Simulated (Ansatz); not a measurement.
Reaction (ligand exchange at a Mo–Cl bond): `[O]=[Mo]([OH])([OH])([Cl])[Cl]` + H–F → `[O]=[Mo]([OH])([OH])([F])[Cl]` + HCl

Gas-phase electronic energies from Ansatz, PBE0-D4/def2-TZVP geometries. CCSD(T)/CBS is the MP2 limit (def2-TZVPP, def2-QZVPP) plus CCSD(T) − MP2 in def2-TZVPP, frozen cores. This one scheme is used for every species. Functionals use def2-TZVPP. B3LYP here is the variant with VWN-RPA as its local correlation; programs differ in this. Elements past krypton have def2 core potentials. For Mo outer-core shells are correlated without core-valence functions, which leaves a few kJ/mol of doubt a bond. One conformer a species, not always the lowest.

| level | ΔE (kJ/mol) |
| --- | --- |
| r2SCAN-D4 | -6.8 |
| PBE0 | -0.3 |
| B3LYP | -10.6 |
| HF/def2-TZVPP | -17.9 |
| MP2/def2-TZVPP | 25.2 |
| SCS-MP2/def2-TZVPP | 14.1 |
| MP2/CBS(def2) | 32.4 |
| CCSD/CBS(def2) | 6.0 |

Q: What does CCSD(T)/CBS give? (An estimate is asked.)

A: Ansatz gave: +11.8 kJ/mol. The listed levels differ from it by -18.6, -12.1, -22.4, -29.7, 13.4, 2.3, 20.6, -5.8 kJ/mol.

Largest T1 diagnostic among the species: 0.024, so the coupled-cluster value is less sure than usual.

The D4 term adds +7.8 kJ/mol with B3LYP and +4.2 kJ/mol with PBE0; it sums over pairs of atoms, weighted by their polarisabilities, and B3LYP, whose exchange is more repulsive, gets the larger term. In def2-TZVPP, CCSD(T) changes the Hartree–Fock value by +22.5 kJ/mol (the triples alone add +5.8 kJ/mol) and MP2 by +43.1 kJ/mol.

CCSD(T)/CBS has its own doubt, a few kJ/mol and more with outer-core shells, so smaller differences from it don't rank the levels.
